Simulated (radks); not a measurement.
Values are calculated unless marked as measured or tabulated.
Ionisation of Al, [Ne] 3s2 3p1, to Al+, [Ne] 3s2, under several functionals. Dirac Kohn-Sham, spin-unpolarised, spherical densities, finite nucleus; open shells fill j = l - 1/2 first; a radial shooting solver on a logarithmic mesh with Libxc functionals.

functional         E(Al) (hartree)  Exc (hartree)  IE (eV)  -e(HOMO) (eV)  <r> HOMO (bohr)  IE error (eV)
SOGGA                   -242.10786      -17.83643    5.677          2.632            3.436         -0.309
exchange-only PBE       -242.23939      -17.96786    5.122          2.140            3.657         -0.864
revPBE                  -242.77117      -18.52387    5.759          2.704            3.446         -0.227
exchange-only LDA       -240.80167      -16.48179    4.915          1.952            3.616         -1.071
XLYP                    -242.93489      -18.69008    5.668          2.599            3.504         -0.317
PW91                    -242.80340      -18.55755    5.814          2.749            3.449         -0.172
BP86                    -242.84323      -18.59703    5.871          2.817            3.422         -0.114

NIST Atomic Spectra Database: 5.986 eV (measured). Closest: BP86. The Delta-SCF values span 0.96 eV, the total energies 2.13 hartree. The highest occupied level is 3p1/2. Spin polarisation and multiplet splitting are left out, so open shells lie too high by an amount that depends on their filling.

Beside tabulated values, note that spin-unpolarised runs miss the spin-polarisation part of the exchange energy of open shells.
